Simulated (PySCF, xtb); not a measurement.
Cd(OH)(SeH) (CdH2OSe), SMILES [OH][Cd][SeH]. Other conformers were not sampled.

Harmonic wavenumbers (cm⁻¹) from GFN2-xTB (xtb 6.7.1) at its own minimum, in rising order: 73, 126, 205, 260, 372, 484, 664, 2035, 3613.

**Question.** What does PySCF 2.14.0 with B3LYP-D3(BJ)/def2-TZVP give at its own minimum? (An estimate is asked for; the answer gives what the named calculation found.)

**Answer.** 97, 101, 141, 232, 570, 591, 778, 2393, 3820. Paired by order, the mean absolute difference is 125 cm⁻¹ and the zero-point energies are 11.2 and 12.5 kcal/mol.
